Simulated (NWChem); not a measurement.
System meant: InClF2; SMILES [F][In]([Cl])[F]

Input file for NWChem:

```
start job
memory heap 200 mb stack 900 mb global 1100 mb
geometry units angstroms noautoz
  In     0.000000     0.000000     0.284562
  F      0.000000    -1.653461     1.296014
  F      0.000000     1.653461     1.296014
  Cl     0.000000     0.000000    -2.023836
end
basis spherical
  In library def2-svp
  F library def2-svp
  Cl library def2-svp
end
ecp
  In library def2-ecp
end
dft
  odft
  mult 2
  xc b3lyp
  iterations 150
  mulliken
end
task dft energy
```

End of the output:

```
 ==============================================================================
                                 internuclear angles
 ------------------------------------------------------------------------------
        center 1       |       center 2       |       center 3       |  degrees
 ------------------------------------------------------------------------------
    2 F                |   1 In               |   3 F                |   117.09
    2 F                |   1 In               |   4 Cl               |   121.45
    3 F                |   1 In               |   4 Cl               |   121.45
 ------------------------------------------------------------------------------
                            number of included internuclear angles:          3
 ==============================================================================

 Summary of "ao basis" -> "" (spherical)
 ------------------------------------------------------------------------------
       Tag                 Description            Shells   Functions and Types
 ---------------- ------------------------------  ------  ---------------------
 In                         def2-svp                10       26   4s4p2d
 F                          def2-svp                 6       14   3s2p1d
 Cl                         def2-svp                 8       18   4s3p1d

                                 NWChem DFT Module
                                 -----------------

 Summary of "ao basis" -> "ao basis" (spherical)
 ------------------------------------------------------------------------------
       Tag                 Description            Shells   Functions and Types
 ---------------- ------------------------------  ------  ---------------------
 In                         def2-svp                10       26   4s4p2d
 F                          def2-svp                 6       14   3s2p1d
 Cl                         def2-svp                 8       18   4s3p1d

      Symmetry analysis of basis
      --------------------------

        a1         31
        a2          7
        b1         14
        b2         20

  number of electrons :                   56
  multiplicity        :                    2
 ------------------------------------------------------------------------
  no. of electrons and multiplicity not compatible                  56
 ------------------------------------------------------------------------
 ------------------------------------------------------------------------
  current input line :
    24: task dft energy
 ------------------------------------------------------------------------
 ------------------------------------------------------------------------
 There is an error in the input file
 ------------------------------------------------------------------------
 For more information see the NWChem manual at https://nwchemgit.github.io

0: no. of electrons and multiplicity not compatible:Received an Error in Communication
```

Task: Find the fault in this run and fix the input.

Result: The program refused the input. Cause: the multiplicity doesn't fit the number of electrons (an even count wants an odd multiplicity, and the reverse). This input runs:
```
start job
memory heap 200 mb stack 900 mb global 1100 mb
geometry units angstroms noautoz
  In     0.000000     0.000000     0.284562
  F      0.000000    -1.653461     1.296014
  F      0.000000     1.653461     1.296014
  Cl     0.000000     0.000000    -2.023836
end
basis spherical
  In library def2-svp
  F library def2-svp
  Cl library def2-svp
end
ecp
  In library def2-ecp
end
dft
  xc b3lyp
  iterations 150
  mulliken
end
task dft energy
```
It converges to -849.87741 Ha (B3LYP/def2-SVP with def2 effective core potentials on In).
